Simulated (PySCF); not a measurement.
Compound: C6H9NO.
SMILES: `CN(C)c1ccco1`

The calculation used PBE0-D3(BJ)/def2-SVP geometry optimisation, gas phase in PySCF 2.14.0.

Take the most abundant isotopes and a rigid rotor. 

(1) What are A, B and C (MHz)?

(2) Classify the top.

(3) What does the inertial defect say?

(4) Give the coordinates in the principal-axis frame, origin at the centre of mass.

(5) List the rotational levels J(Ka,Kc) to J = 5 (MHz).

(6) Which types of transition are allowed, and where do some lines up to J = 5 fall?

(7) Estimate the classical rotational partition function at 25 K, 50 K and 100 K.

## Answers

(1) Ia = 110.06, Ib = 305.60, Ic = 404.56 u·Å²; 505379 MHz·u·Å²/I gives A = 4592, B = 1654, C = 1249 MHz.

(2) An asymmetric top: κ = (2 × 1654 − 4592 − 1249)/(4592 − 1249) = -0.76.

(3) Not planar: Δ = Ic − Ia − Ib = -11.11 u·Å². For a rigid frame Δ = −2 Σ m c², so Σ m c² = 5.55 u·Å² lies off the ab plane: 3.59 from hydrogen and 1.96 from heavier atoms. The atom farthest from that plane is 1.34 Å away.

(4) The sense of each axis is arbitrary; atoms in the order of the calculation.
| atom | mass (u) | a (Å) | b (Å) | c (Å) |
| --- | --- | --- | --- | --- |
| C1 | 12.000 | -2.082 | -1.198 | 0.061 |
| N2 | 14.003 | -1.326 | 0.015 | 0.201 |
| C3 | 12.000 | -1.961 | 1.234 | -0.239 |
| C4 | 12.000 | 0.032 | -0.106 | 0.057 |
| C5 | 12.000 | 0.859 | -1.191 | -0.111 |
| C6 | 12.000 | 2.191 | -0.658 | -0.112 |
| C7 | 12.000 | 2.074 | 0.686 | 0.035 |
| O8 | 15.995 | 0.756 | 1.026 | 0.139 |
| H9 | 1.008 | -1.657 | -1.984 | 0.703 |
| H10 | 1.008 | -3.118 | -1.021 | 0.385 |
| H11 | 1.008 | -2.105 | -1.581 | -0.981 |
| H12 | 1.008 | -1.356 | 2.098 | 0.062 |
| H13 | 1.008 | -2.101 | 1.275 | -1.339 |
| H14 | 1.008 | -2.948 | 1.322 | 0.238 |
| H15 | 1.008 | 0.562 | -2.228 | -0.230 |
| H16 | 1.008 | 3.119 | -1.216 | -0.223 |
| H17 | 1.008 | 2.781 | 1.509 | 0.075 |

(5) Above 0(0,0):
J = 1: 1(0,1) 2903, 1(1,1) 5841, 1(1,0) 6245
J = 2: 2(0,2) 8670, 2(1,2) 11242, 2(1,1) 12456, 2(2,1) 21270, 2(2,0) 21309
J = 3: 3(0,3) 17225, 3(1,3) 19321, 3(1,2) 21746, 3(2,2) 29978, 3(2,1) 30171, 3(3,1) 45703, 3(3,0) 45705
J = 4: 4(0,4) 28467, 4(1,4) 30052, 4(1,3) 34081, 4(2,3) 41560, 4(2,2) 42122, 4(3,2) 57386, 4(3,1) 57402, 4(4,1) 79303, 4(4,0) 79303
J = 5: 5(0,5) 42292, 5(1,5) 43408, 5(1,4) 49411, 5(2,4) 55988, 5(2,3) 57238, 5(3,3) 72011, 5(3,2) 72076, 5(4,2) 93904, 5(4,1) 93905, 5(5,1) 122086, 5(5,0) 122086

(6) The dipole components are |μa| = 1.40 D, |μb| = 0.21 D, |μc| = 0.37 D. The squared components, which scale the intensities, stand as 1.00 : 0.02 : 0.07 (a : b : c). Some lines, for components of 0.1 D or more:

```csv
type,branch,"J(Ka,Kc)",MHz,lower level (cm⁻¹)
a,R,"3(1,2) ← 2(1,1)",9290,0.415
b,R,"3(1,3) ← 2(0,2)",10651,0.289
a,R,"4(3,1) ← 3(3,0)",11697,1.525
a,R,"4(2,2) ← 3(2,1)",11951,1.006
b,Q,"5(2,4) ← 5(1,5)",12580,1.448
c,R,"3(2,1) ← 2(1,1)",17715,0.415
b,Q,"4(4,0) ← 4(3,1)",21901,1.915
b,R,"5(2,4) ← 4(1,3)",21907,1.137
b,R,"5(2,3) ← 4(1,4)",27186,1.002
c,R,"4(3,2) ← 3(2,2)",27407,1.000
b,R,"4(3,1) ← 3(2,2)",27424,1.000
b,R,"4(4,1) ← 3(3,0)",33598,1.525
b,R,"4(4,0) ← 3(3,1)",33600,1.524
b,R,"5(4,1) ← 4(3,2)",36519,1.914
c,R,"5(5,0) ← 4(4,0)",42783,2.645
c,R,"5(5,1) ← 4(4,1)",42783,2.645
b,R,"5(5,0) ← 4(4,1)",42783,2.645
```

(7) Point group C1, symmetry number σ = 1; q = (√π/σ)·√((kT/h)³/(ABC)), k/h = 20836.6 MHz/K: 6840 at 25 K, 19400 at 50 K, 54700 at 100 K.

Not checked by PBE0-D3(BJ)/def2-SVP frequencies. Constants of a rigid frame at the computed geometry: no zero-point averaging, no centrifugal distortion. A rigid rotor knows nothing of internal rotation, which can split or shift real lines. Quadrupole hyperfine structure (14N) is left out.

Conformer computed: `[CH3:1][N:2]([CH3:3])[c:4]1[cH:5][cH:6][cH:7][o:8]1`: C1–N2–C4–C5 -5°.
